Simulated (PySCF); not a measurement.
B(NCO)(OH)2 (CH2BNO3), SMILES O=C=NB(O)O. Geometry: ωB97X-D3(BJ)/def2-SVP. This is a generated structure with no PubChem entry under its InChIKey; it may be hypothetical. Other conformers were not sampled.

Computed equilibrium geometry at ωB97X-D3(BJ)/def2-SVP (PySCF confirms it by a frequency run) as bond lengths and angles, and its point group (one conformer of several):
point group C2v.
Atoms: B1 N2 C3 O4 O5 H6 O7 H8. Bonded distances (Å): B1–N2 1.454, B1–O5 1.358, B1–O7 1.358, N2–C3 1.195, C3–O4 1.170, O5–H6 0.962, O7–H8 0.962. Angles (°): N2–B1–O5 120.9, N2–B1–O7 120.9, O5–B1–O7 118.2, B1–N2–C3 180.0, N2–C3–O4 180.0, B1–O5–H6 112.8, B1–O7–H8 112.8.
